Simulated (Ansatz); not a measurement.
CH4ClInO (`[CH3][In]([OH])[Cl]`) at its PBE0-D4/def2-TZVP geometry, where that method's forces vanish. Charge 0, multiplicity 1. In: def2 effective core potential.

```tsv
atom	x (Å)	y (Å)	z (Å)
C1	0.350	1.266	-0.382
In2	-0.535	-0.556	0.281
O3	0.255	-2.363	0.434
Cl4	-2.751	-0.674	0.980
H5	0.807	1.119	-1.360
H6	-0.420	2.033	-0.444
H7	1.118	1.574	0.328
H8	1.176	-2.399	0.163
```

Q: For each bond, give half the difference of the two atoms' forces along it (eV/Å; positive pushes the atoms apart) under PBE-D4, r2SCAN-D4, B3LYP-D4, ωB97M-V in def2-TZVPP. (Estimate.)

A: Computed: 
```csv
bond,length (Å),PBE-D4,r2SCAN-D4,B3LYP-D4,ωB97M-V
C1–In2,2.131,-0.08,0.01,0.11,-0.04
C1–H5,1.090,0.09,-0.03,-0.09,-0.04
C1–H6,1.088,0.08,-0.03,-0.09,-0.03
C1–H7,1.090,0.09,-0.03,-0.09,-0.04
In2–O3,1.978,0.29,0.09,0.18,0.02
In2–Cl4,2.327,0.17,0.06,0.18,-0.02
O3–H8,0.960,0.42,0.06,-0.02,-0.06
```

B3LYP here is the variant with VWN-RPA as its local correlation; programs differ in this.
